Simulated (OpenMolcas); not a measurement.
## CH4ClFOSi: a line through the functionals

The species is CH4ClFOSi (9 atoms), meant as a singlet with charge 0. SMILES: `C[Si](O)(F)Cl`. Geometry: relaxed at PBE0-D4/def2-TZVP. This is one conformer, not always the lowest.

The vertical energy of the triplet above the singlet y, in eV, basis def2-SVP; a is the functional's share of exact exchange. Programs: OpenMolcas 26.06.

| functional | program | a | y (eV) |
| --- | --- | --- | --- |
| BLYP | OpenMolcas | 0 | 7.84 |
| TPSS | OpenMolcas | 0 | 8.12 |
| B3LYP | OpenMolcas | 0.2 | ? |
| PBE0 | OpenMolcas | 0.25 | 8.52 |
| BHLYP | OpenMolcas | 0.5 | 8.73 |

**Question.** Fit y = c + s·a to the known rows and predict B3LYP.

**Answer.** 
1. Means of the 4 rows: a = 0.1875, y = 8.303.
2. Σ(Δa)² = 0.17188, Σ(Δa·Δy) = 0.26813, so the slope is 0.26813/0.17188 = 1.56.
3. Intercept: 8.303 − (1.56) × 0.1875 = 8.011. The largest residual of the fit is 0.17.
4. B3LYP: 8.011 + (1.56) × 0.2 = 8.32 eV.

The run gave 8.39 eV, so the prediction is off by -0.07 eV, within the largest residual. The rows mix families of semi-local functionals, which the line can't see.
